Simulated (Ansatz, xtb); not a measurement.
Ranking isomers of C6H5NS

4 gas-phase structures of C6H5NS, from a drawn sample of its isomers (lower ones may exist). Each was relaxed with GFN2-xTB:

A. `N#CC1=CCC(S)=C1`, a singlet
B. `N#CC1=CC=C(S)C1`, a singlet
C. `N#CC1=C(S)CC=C1`, a singlet
D. `N#C[C@@H]1C=CC=C1S`, a singlet

**Question.** Estimate their order in r2SCAN-D4/def2-SVP energy at these geometries, lowest first.

**Answer.** Calculated order at r2SCAN-D4/def2-SVP: B (0.0), C (2.3), A (3.9), D (11.9) kcal/mol.

Energies above the lowest of each column, in kcal/mol; the last columns are at B3LYP-D3(BJ)/def2-SVP geometries:

| structure | GFN2-xTB | HF/STO-3G | r2SCAN-D4/def2-SVP | B3LYP-D3(BJ)/def2-SVP | CCSD(T)/def2-SVP + ΔMP2/def2-TZVPP |
| --- | --- | --- | --- | --- | --- |
| B | 0.0 | 0.2 | 0.0 | 0.0 | 0.0 |
| C | 2.1 | 0.0 | 2.3 | 1.7 | 0.8 |
| A | 2.9 | 1.4 | 3.9 | 3.2 | 1.9 |
| D | 7.0 | 8.4 | 11.9 | 9.8 | 6.9 |

Every level run on B puts it lowest or level with the lowest. Flexible structures stand in one conformer each, not always the lowest. ΔMP2 is the change of the MP2 energy from the smaller to the larger basis.

Over these structures GFN2-xTB departs from r2SCAN-D4/def2-SVP by 1.7 kcal/mol on average once a common shift is removed. A GFN2-xTB relaxation took about 0.093 s and the r2SCAN-D4/def2-SVP energy about 4.7 s on a shared host (Ansatz 0.2.0, xtb 6.7.1).
